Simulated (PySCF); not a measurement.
A run for PySCF: D3(BJ) and D4 dispersion corrections on C2H2 (SMILES C#C).

```python
from pyscf import gto
from pyscf.dispersion import dftd3, dftd4

mol = gto.M(
    atom='''
    C    -0.55964871    0.08005822   -0.19612052
    C     0.55964871   -0.08005822    0.19612052
    H    -1.55351273    0.22214604   -0.54439279
    H     1.55351273   -0.22214604    0.54439279
    ''',
    basis='def2-svp',
    charge=0, spin=0, verbose=0, max_memory=1800)
d3, d4 = {}, {}
for xc in ['hf', 'pbe', 'blyp', 'revpbe', 'tpss', 'r2scan', 'b3lyp', 'pbe0', 'bhlyp', 'camb3lyp', 'b2plyp']:
    d3[xc] = float(dftd3.DFTD3Dispersion(mol, xc=xc, version='d3bj', atm=False).get_dispersion()['energy'])
    print(f'D3(BJ) {xc:10s} {d3[xc]:14.8f} Eh')
for xc in ['hf', 'pbe', 'blyp', 'revpbe', 'tpss', 'r2scan', 'b3lyp', 'pbe0', 'bhlyp', 'camb3lyp', 'b2plyp']:
    d4[xc] = float(dftd4.DFTD4Dispersion(mol, xc={'camb3lyp': 'cam-b3lyp'}.get(xc, xc), atm=True).get_dispersion()['energy'])
    print(f'D4     {xc:10s} {d4[xc]:14.8f} Eh')
```

The log:

```
D3(BJ) hf            -0.01423955 Eh
D3(BJ) pbe           -0.00131402 Eh
D3(BJ) blyp          -0.00280533 Eh
D3(BJ) revpbe        -0.00359957 Eh
D3(BJ) tpss          -0.00161037 Eh
D3(BJ) r2scan        -0.00032425 Eh
D3(BJ) b3lyp         -0.00226961 Eh
D3(BJ) pbe0          -0.00107915 Eh
D3(BJ) bhlyp         -0.00173386 Eh
D3(BJ) camb3lyp      -0.00091193 Eh
D3(BJ) b2plyp        -0.00100230 Eh
D4     hf            -0.00477740 Eh
D4     pbe           -0.00108807 Eh
D4     blyp          -0.00255846 Eh
D4     revpbe        -0.00424167 Eh
D4     tpss          -0.00148136 Eh
D4     r2scan        -0.00024733 Eh
D4     b3lyp         -0.00176267 Eh
D4     pbe0          -0.00088572 Eh
D4     bhlyp         -0.00118651 Eh
D4     camb3lyp      -0.00087126 Eh
D4     b2plyp        -0.00074596 Eh
```

The run finished.

Cost: about 0.04 core-seconds (a rough figure).
